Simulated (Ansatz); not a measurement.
Ansatz (a first-principles code) input (CCSD(T)/cc-pCVTZ): A basis named .json is the Basis Set Exchange file of that set (core-valence sets with the plain set on hydrogen).

Ansatz 0.2 input:
```yaml
crystal:
  periodic: [false, false, false]
  atoms:
    - {symbol: C, position_ang: [0.00000000, 0.00000000, 0.00000000]}
basis:
  gaussian:
    orbitals: cc-pCVTZ.json
magnetization: {spin_polarized: true, initial_magnetization: 2}
correlation: {method: ccsd_t, electrons: outside_noble_gas}
scf: {lower_state_search: full}
```

Output:

```
Functional definition: HF
integrals: 0.01 GiB planned
265 factors; integrals over basis functions are off by at most 1.2e-4 eV
mean field: 0.06 GiB planned
mean field evaluation 1: about -1025.3009 eV, gradient 6.6e0 eV
mean field evaluation 2: about -1025.3013 eV, gradient 6.6e0 eV
mean field evaluation 4: about -1025.6408 eV, gradient 3.2e-1 eV
mean field evaluation 8: about -1025.6419 eV, gradient 3.9e-4 eV
mean field evaluation 16: about -1025.6419 eV, gradient 2.8e-2 eV
mean field evaluation 32: about -1025.6391 eV, gradient 9.5e-1 eV
mean field evaluation 64: about -1018.5895 eV, gradient 6.6e-5 eV
mean field evaluation 96: about -1025.6407 eV, gradient 3.2e-1 eV
mean field -1025.64194045 eV, -37.6916461066 hartree, gradient 1.2e-6 eV, S^2 2.009392; 7 other end points of the search recorded, 0 dependent functions left out
1 core orbitals not correlated
reference -1025.64194045 eV, -37.6916461066 hartree; 3, 1 occupied and 39, 41 virtual orbitals, 265 factors
second order -1.85463927 eV of doubles, -0.00000000 eV of singles
coupled cluster: 0.07 GiB planned
cycle   1  -2.21354300 eV  change   -3.6e-1 eV  update   4.6e-2
cycle   2  -2.38268481 eV  change   -1.7e-1 eV  update   2.0e-2
cycle   3  -2.39769653 eV  change   -1.5e-2 eV  update   5.0e-3
cycle   4  -2.39868626 eV  change   -9.9e-4 eV  update   8.4e-4
cycle   5  -2.39836138 eV  change    3.2e-4 eV  update   1.6e-4
cycle   6  -2.39850928 eV  change   -1.5e-4 eV  update   3.3e-5
cycle   7  -2.39849010 eV  change    1.9e-5 eV  update   6.5e-6
cycle   8  -2.39848814 eV  change    2.0e-6 eV  update   1.2e-6
perturbative correction -0.05686236 eV, -0.0020896533 hartree
Total energy: -1028.09729096 eV, -37.7818785734 hartree
```
